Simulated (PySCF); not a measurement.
Electric field gradients and quadrupole coupling constants

2,6-dimethyl-4-pyrone, C7H8O2.
Z-matrix (Å and degrees, PBE0-D3(BJ)/def2-SVP geometry), rows numbered from 1:
```
C 
C   1  1.4864
C   2  1.3500  1  126.68
C   3  1.4644  2  121.70  1   179.85
O   4  1.2200  3  123.47  2  -179.79
C   4  1.4648  3  112.80  2     0.14
C   6  1.3502  4  121.72  3    -0.15
C   7  1.4865  6  126.77  4  -179.81
O   2  1.3538  1  111.67  3   179.93
H   1  1.1012  2  110.33  3  -120.54
H   1  1.1012  2  110.35  3   121.07
H   1  1.0963  2  110.69  3     0.25
H   3  1.0907  2  120.09  1    -0.08
H   6  1.0907  4  118.21  3   179.96
H   8  1.1012  7  110.36  6  -121.04
H   8  1.0963  7  110.72  6    -0.20
H   8  1.1013  7  110.31  6   120.59
```

Field gradients from the PBE0/pcSseg-1 density (PySCF, non-relativistic), principal values in atomic units, ordered |Vxx| ≤ |Vyy| ≤ |Vzz|:

```json
{"atom": "O5", "Vxx": "0.7761", "Vyy": "1.0829", "Vzz": "-1.8590"}
{"atom": "O9", "Vxx": "-0.6853", "Vyy": "-0.9410", "Vzz": "1.6262"}
```

Find the asymmetry η = (Vxx − Vyy)/Vzz and the couplings χ = eQV/h (234.96 MHz × Q in barn × V in au), with Q(17O) = −0.0256 b.

| atom | environment | nucleus | η | χzz (MHz) | χxx (MHz) | χyy (MHz) |
| --- | --- | --- | --- | --- | --- | --- |
| O5 | carbonyl oxygen | 17O | 0.17 | 11.18 | -4.67 | -6.51 |
| O9 | ring oxygen | 17O | 0.16 | -9.78 | 4.12 | 5.66 |

The tensor is traceless: Vxx + Vyy + Vzz = 0.

What is Vzz at O9 in SI units (1 au = 9.71736 × 10²¹ V/m²)?

1.6262 au = 15.802 × 10²¹ V/m².

Were the hydrogens deuterons (Q(2H) = 0.00286 b), χzz would run from 193 kHz (H17, H15, H10 and H11) to 207 kHz (H13 and H14).

Isolated species at its PBE0-D3(BJ)/def2-SVP geometry, gas phase. These gradients aren't converged with respect to the basis.

These values come from a run that also computed NMR shieldings. Hardware: one thread of an x86-64 server, no GPU (shared host). Cost: 42 s wall.
